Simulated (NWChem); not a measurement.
GaH$_{2}$O$_{2}$I; SMILES [Ga]([I])([OH])[OH]

```xyz
6

Ga    -0.0040     1.1243     0.0000
I     -0.0025    -1.3634     0.0000
O     -1.5720     1.9913     0.0000
H     -1.4182     2.9561     0.0000
O      1.4940     2.1196     0.0000
H      2.2966     1.5646     0.0000
```
Atoms are numbered in this order, from 1.

All runs: NWChem. All runs use the structure optimised with PBE-D3(BJ)/def2-SVP. def2 effective core potentials on I; no spin-orbit coupling.

For level PBE/STO-3G (all-electron, non-relativistic):

```yaml
highest occupied level (eV): -0.17
orbital gap (eV): 0.97
dipole (D): 2.60
```

Q: Estimate the same quantities for level PBE/def2-SVP (core potentials).

A: highest occupied level (eV): -6.67
orbital gap (eV): 4.32
dipole (D): 1.52
